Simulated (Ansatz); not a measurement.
BBr$_{2}$ (SMILES Br[B]Br), doublet, geometry from GFN2-xTB. Base run: Ansatz (a program for electronic structure) with PBE0/def2-SVP.

Geometry (Å):
```xyz
3

Br    -1.6376    -0.0896     0.0051
B     -0.0155     0.8247    -0.0313
Br     1.6398    -0.0282    -0.0006
```
Charge 0, spin multiplicity 2.
Orbitals are unrestricted.
All else is at Ansatz's defaults.
Base energy -5171.88250 Eh.

The base run was repeated with changes; each row names its change, and settings that it needs were set with it.

| change | ΔE vs base (mEh) |
|---|---|
| base | 0.000 |
| point_charge = charge:-1.0 position_ang:1.0683, 4.5019, -1.5622 | 0.394 |
| final_grid = 10, 20, 41 | 0.000 |
| final_grid = 14, 28, 59 | 0.000 |
| lower_state_search = light | 0.000 |
| forces = on | 0.000 |
| fitting.mean_field = cc-pVTZ-JKFIT | -0.100 |
| final_grid = 6, 12, 29 | -0.007 |
| final_grid = 4, 8, 17 | 0.265 |
| lower_state_search = off | 0.000 |
| nuclear_model = gaussian | 25.173 |
